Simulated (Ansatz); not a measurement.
## A rate constant, worked out

An elementary step of GeNH$_{4}$F, closed shell (GeNH₄F ([NH2][GeH2][F]) → GeNH₃ ([NH][GeH2]) + HF; Ge–F, N–H broken or loosened, F–H formed or tightened). The start structure is the reactant molecule, and the electronic barrier above it is 2.859 eV by CCSD(T) at an estimated basis limit (MP2 extrapolated from triple and quadruple zeta, plus CCSD(T) − MP2 in triple zeta). Program: Ansatz 0.2.0. Basis: def2-TZVPP and def2-QZVPP. Cores are frozen in the correlated methods. Filled d shells of the heavier atoms are correlated. The def2 sets are not built for correlating such inner shells, so the correlated values are less sure here. Extrapolation: Hartree–Fock as exp(−7.88 √X), correlation as X^−2.97. Harmonic wavenumbers at PBE0-D4/def2-TZVP (Ansatz 0.2.0), in cm⁻¹:

Start: 225, 248, 507, 507, 676, 692, 729, 816, 854, 920, 1583, 2196, 2204, 3578, 3675.

Saddle: 263i, 204, 318, 533, 607, 687, 845, 875, 956, 1039, 1174, 2126, 2203, 2216, 3544.

Task: Work out the transition-state-theory rate constant at 900 K from these numbers alone (harmonic vibrations; rotation, path degeneracy and anharmonicity left out), and the Wigner tunnelling factor. Use 1 cm⁻¹ = 1.2398 × 10⁻⁴ eV and k_B = 8.617 × 10⁻⁵ eV/K.

Result: Zero-point energies, half the sums: start 19410/2 cm⁻¹ = 1.2033 eV; saddle, real modes only, 17327/2 cm⁻¹ = 1.0741 eV.
Barrier with zero-point energy: 2.859 + 1.0741 − 1.2033 = 2.7298 eV.
k_BT = 0.07756 eV, so the barrier is 35.20 k_BT.
Vibrational partition functions from the zero-point level, ln q = −Σ ln(1 − exp(−hν/k_BT)): start 5.702, saddle 4.939.
k = (k_BT/h) exp(ln q‡ − ln q) exp(−E0/k_BT), with log₁₀(k_BT/h in s⁻¹) = 13.27: log₁₀ k = 13.27 + (-0.763 − 35.20)/2.3026 = -2.35, so k ≈ 4 × 10^(-3) s⁻¹.
Wigner factor: 1 + (hν‡/k_BT)²/24 = 1 + (0.42)²/24 = 1.01. A change of 1 kcal/mol (0.043 eV) in the barrier would change k by a factor of 1.7 at this temperature.

The T1 diagnostic stays at or below 0.019. The restricted Hartree–Fock reference is unstable towards an unrestricted one at one or more of these structures.

Labels in which every atom is bracketed show which atoms are joined, not bond orders.

For scale, one of the runs: CCSD(T)/def2-TZVPP, 166 basis functions, launched by `ansatz run in.yaml --threads 2 --pin off --events-out ev --progress --plain --max-ram 4352MiB`. Hardware: 2 CPU threads of an Arm Neoverse V1, shared host. Wall time 56 s; peak host memory 1.4 GiB.
